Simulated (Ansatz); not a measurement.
Z-matrix (Å, degrees):
```
C
B 1 1.579
Si 1 2.394 2 56.4
O 1 1.451 2 100.2 3 -0.2
H 1 1.098 2 114.3 3 -118.3
H 1 1.098 2 114.2 3 117.9
Cl 2 1.722 1 129.8 3 180.0
H 3 1.490 1 125.4 2 -98.4
H 3 1.490 1 125.1 2 98.5
```

Charge 0, multiplicity 1.

Problem. List the r2SCAN/def2-TZVPP orbital energies in eV (Ansatz 0.2.0). (Best estimate.)

Solution. The calculation gave: Occupied: -2754.05, -1791.37, -515.66, -274.35, -255.44, -193.97, -193.88, -193.81, -181.95, -141.77, -96.67, -96.61, -96.61, -26.54, -22.36, -17.69, -14.37, -12.19, -11.80, -11.79, -10.81, -9.32, -9.25, -9.06, -7.64, -6.93, -6.57. Lowest empty: -2.84, -0.71, 0.78, 1.25, 1.94, 2.19, 2.65, 2.65.
